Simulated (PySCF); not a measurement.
# A bond scan of AlBH2N

Calculated results; nothing here was measured. They come from PySCF 2.14.0, an open-source quantum chemistry program, on an isolated molecule that a program drew, which may never have been made. The molecule is AlBH2N (charge 0, doublet), drawn as the SMILES string `B=[N][AlH]`.

The structure below is the HF double-zeta minimum with every atom moved a little at random, so it isn't optimised. Bond B1-H4 is then set to each length in the table by shifting atom 4 along it, with nothing else relaxed.
```xyz
5
AlBH2N, angstrom
B    -2.5760   -0.4708    1.7560
N    -2.2002   -0.4520    0.5295
Al   -1.7319   -0.3770   -1.1924
H    -2.9336   -0.4877    2.8919
H    -0.4219   -1.2429   -1.6127
```

E is the energy above the same method's energy at the HF double-zeta minimum. IE is the energy to remove one electron at fixed geometry, to the singlet state of charge +1, as a difference of total energies. The basis family is cc-pV(n+d)Z, with UHF for radicals and no spin-orbit coupling. Best is HF at quadruple zeta, plus MP2 correlation extrapolated from triple and quadruple zeta, plus CCSD(T) minus MP2 at triple zeta, with a frozen core. The other columns are at triple zeta.

| bond (Å) | E CCSD (kcal/mol) | E B3LYP (kcal/mol) | E CCSD(T) (kcal/mol) | E best (kcal/mol) | IE CCSD (eV) | IE B3LYP (eV) | IE CCSD(T) (eV) | IE best (eV) | T1 |
|---|---|---|---|---|---|---|---|---|---|
| 1.1910 | 0.65 | 0.89 | 0.21 | 0.54 | 7.576 | 7.672 | 7.591 | 7.619 | 0.018 |
| 1.2290 | 1.49 | 1.80 | 1.01 | 1.39 | 7.578 | 7.674 | 7.594 | 7.621 | 0.018 |
| 1.4090 | 12.75 | 13.29 | 12.07 | 12.67 | 7.592 | 7.686 | 7.608 | 7.635 | 0.018 |
| 1.4880 | 19.90 | 20.53 | 19.11 | 19.78 | 7.599 | 7.692 | 7.615 | 7.641 | 0.019 |
| 1.6670 | ? | ? | ? | ? | ? | ? | ? | ? | ? |
| 1.7890 | 50.05 | 51.27 | 48.68 | 49.47 | 7.623 | 7.715 | 7.641 | 7.668 | 0.022 |

T1 is the CCSD diagnostic of the starting molecule.

**Estimate the best E and IE at 1.6670 Å from the other rows.**

A least-squares cubic in the inverse of the bond length through the other values of E best gives 37.33 kcal/mol there. A least-squares quadratic in the bond length through IE best gives 7.657 eV. The calculation gives 37.45 kcal/mol and 7.657 eV, so the fits miss by 0.12 kcal/mol and 0.000 eV. The same recipe one zeta lower moves these two values by 0.55 kcal/mol and 0.01 eV, a gauge of their own error. The rest of the row: E is 37.78 (CCSD), 38.68 (B3LYP), 36.68 (CCSD(T)); IE is 7.614 (CCSD), 7.706 (B3LYP), 7.631 (CCSD(T)); T1 is 0.019.
